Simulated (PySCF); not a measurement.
Species: C3H7GeNO2.
Structure used (PBE0-D3(BJ)/def2-SVP), in Å, numbered top down from 1:
```
atom  x, y, z in Å
C1     2.1460    0.7946   -0.0262
N2     1.6142   -0.2891   -0.3960
C3     0.3654   -0.7049    0.1852
C4    -0.6761   -0.9399   -0.9339
O5    -1.3788    0.2571   -1.1822
Ge6   -1.4346    1.2035    0.3287
O7    -0.1888    0.1853    1.1273
H8     1.7039    1.4500    0.7443
H9     3.0985    1.1036   -0.4797
H10    0.5686   -1.6610    0.6987
H11   -0.1626   -1.2586   -1.8527
H12   -1.3723   -1.7404   -0.6201
H13   -0.9823    2.6485    0.0764
H14   -2.7602    1.0840    1.0959
```

Linear response at CAM-B3LYP/def2-SVPD (PySCF, frozen core in the response, non-relativistic). The structure is a single PBE0-D3(BJ)/def2-SVP conformer in the gas phase; no vibrational or solvent corrections. The CAM-B3LYP/def2-SVPD calculation is non-relativistic and has no spin–orbit coupling, an omission that weighs most on germanium.

Static isotropic polarisability: 75.08 au (11.13 Å³), principal values 61.0, 80.7, 83.5 au.

Task: What is the polarisability at 1064 nm and at the sodium D line?

Result: 75.69 au at 1064 nm (+0.8 %), 77.14 au at 589.3 nm (+2.7 %). The rise at 589.3 nm is 3.36 times that at 1064 nm; a pure ω² law gives 3.26. The lowest singlet lies at 245 nm, shorter than both wavelengths.

Task: What is the isotropic C6 coefficient between two such molecules, C6 = (3/π)∫α(iω)² dω?

Result: 2358 au (Eh·bohr⁶) by a ten-point quadrature over imaginary frequencies, which is 1410 eV·Å⁶ or 136 J·nm⁶/mol.

Task: Which effective excitation energy ω̄ makes London's formula C6 = (3/4)α²ω̄ exact here?

Result: ω̄ = 4·C6/(3α²) = 0.558 Eh = 15.2 eV. A one-pole form α(ω) = α/(1 − ω²/ω̄²) fitted to the 1064 nm value gives 12.9 eV. London's choice of the ionisation energy (9.71 eV, ΔSCF at the same level) gives C6 = 1510 au, 36 % too low.

Task: How anisotropic is the static polarisability, by Δα² = ½[(α1 − α2)² + (α2 − α3)² + (α3 − α1)²]?

Result: Δα = 21.2 au, or 0.28 of the isotropic value.

Task: What n − 1 at the D line would an ideal gas of it have at 273.15 K and 1 atm (2.6868 × 10¹⁹ cm⁻³), by n − 1 = 2π·N·α′?

Result: 19.30 × 10⁻⁴, a formal value whether or not that pressure can be reached.

Task: What does −C6/R⁶ come to at R = 12 Å between centres?

Result: -46 J/mol. This is the leading, orientation-averaged term; C8 and higher terms are left out.
